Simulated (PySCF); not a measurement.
Excitation energy of Xe⁺ by level of theory

Xe⁺ [Kr] 4d10 5s2 5p5 (2P) → Xe⁺ [Kr] 4d10 5s2 5p4 6s1 (4P), as a difference of total energies. Calculation: PySCF 2.14, in dyall-av2z (22s16p12d, 130 functions); no relativity, point nucleus. Correlated levels: valence: [Kr] 4d10 frozen; virtual orbitals above 40 to 60 times the deepest correlated orbital energy dropped. The calculations carry no spin-orbit coupling.

| method | excitation energy (eV) | difference from reference (eV) |
| --- | --- | --- |
| UHF | 11.518 | +0.165 |
| MP2 (valence) | 11.614 | +0.261 |
| SCS-MP2 (valence) | 11.710 | +0.357 |
| CCSD (valence) | 11.559 | +0.206 |
| CCSD(T) (valence) | 11.548 | +0.195 |

Reference: 11.353 eV (measured; NIST levels, between the centres of gravity of the two terms).

These non-relativistic numbers lack the scalar-relativistic shift.

The promoted electron is Rydberg-like, and one or two diffuse shells describe it only roughly, which tends to raise the upper state.
